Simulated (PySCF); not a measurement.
## How methods differ on the excitation energy of P²⁺

P²⁺ [Ne] 3s2 3p1 (2P) → P²⁺ [Ne] 3s1 3p2, s spin flipped, as a difference of total energies. Computed with PySCF 2.14 in def2-TZVPPD (6s5p4d1f, 48 functions), with no relativity, point nucleus. Correlated levels: valence: [Ne] frozen. The calculations carry no spin-orbit coupling.

```json
{"method": "UHF", "excitation energy (eV)": "11.328"}
{"method": "MP2 (valence)", "excitation energy (eV)": "10.474"}
{"method": "SCS-MP2 (valence)", "excitation energy (eV)": "10.405"}
```

Task: How much does correlation contribute at MP2 (valence)?

Result: 10.474 − (11.328) = -0.854 eV, measured against UHF.

The upper determinant mixes two multiplicities, so it lies between the two terms.

The coupled-cluster amplitudes are large for the upper state (T1 above 0.03 or a double amplitude above 0.15), so a single reference is strained.
